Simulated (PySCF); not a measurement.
CH6ClFSi2, SMILES C[Si@@](F)([SiH3])Cl. Atoms are numbered in the order given.

```xyz
11

C     -1.7265    -0.9981     0.7632
Si    -0.2444     0.0374     0.3146
F     -0.0129     1.1385     1.4973
Si     1.7628    -1.1200    -0.0286
Cl    -0.6614     1.0969    -1.4290
H     -2.6147    -0.3580     0.8862
H     -1.5491    -1.5379     1.7073
H     -1.9364    -1.7344    -0.0285
H      2.8431    -0.1577    -0.3847
H      2.1496    -1.8735     1.2007
H      1.5692    -2.0874    -1.1482
```

Geometry optimised at B3LYP-D3(BJ)/def2-SVP. The structure was generated by enumeration; whether it is a known compound was not checked.

The numbers are results of r2SCAN/def2-TZVP (PySCF), not measurements.

The molecule is in vacuum.

```yaml
total_energy: -1180.81852 hartree
highest_occupied_level: -7.28 eV
lowest_empty_level: -0.86 eV
orbital_gap: 6.42 eV
dipole_moment: 2.13 D
quadrupole, principal values (traceless, Buckingham form, about the centre of nuclear charge): -4.01, -0.84, 4.84 D·Å
mean_static_polarisability: 78.1 bohr³ (11.58 Å³)
polarisability_principal_values: 65.9, 79.9, 88.7 bohr³
```
